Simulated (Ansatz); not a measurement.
Cartesian coordinates in Å:
```
N -0.8962 0.9304 -1.8819
C -0.2779 0.7508 -0.8785
S 2.3073 0.0764 0.1609
B 0.5099 0.5794 0.3582
In -0.7088 -1.3073 0.9764
H -1.5847 0.3373 -2.3240
H 2.7930 1.2834 -0.1769
H 0.1301 1.2768 1.2699
H -2.2770 -1.6280 0.3050
H 0.0044 -2.2992 2.1908
```

Total charge 0; spin multiplicity 1. In: def2 effective core potential. The bonds changed during the relaxation, so this is another structure than the one it started from.

List the PBE/def2-TZVPP orbital energies in eV (the Gaussian-basis code of Ansatz). (Best estimate.)

Computed: Occupied: -2395.18, -381.80, -271.22, -208.13, -176.84, -154.30, -154.19, -154.04, -122.13, -79.90, -79.59, -79.55, -24.11, -19.10, -18.92, -18.88, -18.85, -18.83, -17.73, -16.05, -14.03, -10.70, -10.32, -10.24, -9.59, -8.97, -7.57, -7.19, -5.87, -5.48. Lowest empty: -2.66, -2.23, -1.81, -0.40, 0.00, 0.19, 0.53, 1.35.
